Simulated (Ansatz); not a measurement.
`[F][Ga]([SH])[Br]` + H–F → `[F][Ga]([F])[SH]` + HBr at 600 K and 1 bar (ligand exchange at a Ga–Br bond).

Isolated molecules relaxed with PBE0-D4/def2-TZVP in Ansatz; ΔE leaves out vibrations. CCSD(T)/CBS adds triple-zeta CCSD(T) − MP2 to the extrapolated MP2 energy (def2 sets, frozen cores). This one scheme is used for every species. For Br, Ga outer-core shells are correlated without core-valence functions, which leaves a few kJ/mol of doubt a bond. Scalar relativity is left out up to krypton. One conformer a species, not always the lowest.

```tsv
species	CCSD(T)/CBS energy (Eh)	H − E (kJ/mol)	S (J/(mol·K))
`[F][Ga]([SH])[Br]`	-4995.56584	79.3	414.2
H–F	-100.39570	42.3	194.0
`[F][Ga]([F])[SH]`	-2522.02273	80.4	389.6
HBr	-2573.91920	33.5	219.1
```

H − E and S are ideal-gas, rigid-rotor, harmonic terms from PBE0-D4/def2-TZVP, for one conformer and one mirror image of each species. 1 Eh = 2625.50 kJ/mol, R = 8.31446 J/(mol·K).

Problem. By hand: ΔE, ΔH, ΔS and ΔG.

Solution. ΔE = (-2522.02273) + (-2573.91920) − (-4995.56584) − (-100.39570) = 0.01961 Eh = 51.5 kJ/mol. Δ(H − E) = 80.4 + 33.5 − 79.3 − 42.3 = -7.7, so ΔH = 43.8 kJ/mol. ΔS = 389.6 + 219.1 − 414.2 − 194.0 = 0.5 J/(mol·K). ΔG = 43.8 − 600 × (0.5)/1000 = 43.5 kJ/mol.

Problem. By hand: the equilibrium constant, and the temperature at which ΔG would vanish if ΔH and ΔS stayed fixed.

Solution. log₁₀ K = −ΔG/(RT ln 10) = -3.8. ΔG = 0 at ΔH/ΔS = 87600 K, far beyond where these terms or the molecules hold.

The number of gas molecules stays the same, so ΔS is small and ΔH decides. A doubt of 5 kJ/mol in ΔE shifts log₁₀ K by 0.4 here. Other conformers and mirror images would add mixing entropy, several J/(mol·K) or more a flexible species. These are equilibria of isolated gas molecules and say nothing of rates. Largest T1 diagnostic: 0.014 (customary marks: 0.02 for closed shells, 0.045 for open ones).
